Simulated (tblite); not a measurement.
Isomers of C6H12Si. Level: GFN2-xTB in tblite, geometry and Hessian alike; calculated harmonic values, unscaled, isolated species. The method is semi-empirical: single wavenumbers can be off by several per cent or more. Modes of hydrogen on silicon can be 10 to 20 % off. One conformer each.

Electronic energies: GFN2-xTB at the same geometries; isomer energies are rough at this level and their order can be wrong.

| SMILES | electronic energy, lowest = 0 (kcal/mol) |
| --- | --- |
| CCCC#CC[SiH3] | 4.5 |
| C#C[SiH2]C(C)(C)C | 15.5 |
| C=C(C)C1C[SiH2]C1 | 0.0 |

How do GFN2-xTB zero-point energies change the relative energies?

```
           SMILES  ZPE (kcal/mol)  of it from modes above 1550 cm⁻¹  electronic (kcal/mol)  with ZPE, lowest = 0 (kcal/mol)  lowest mode (cm⁻¹)  rings
C=C(C)C1C[SiH2]C1            98.7                              52.1                    0.0                              0.0                  24      1
    CCCC#CC[SiH3]            96.3                              51.5                    4.5                              2.1                  14      0
C#C[SiH2]C(C)(C)C            97.4                              53.0                   15.5                             14.2                  41      0
```

The zero-point energies span 2.4 kcal/mol, from `CCCC#CC[SiH3]` to `C=C(C)C1C[SiH2]C1`. The order is unchanged.
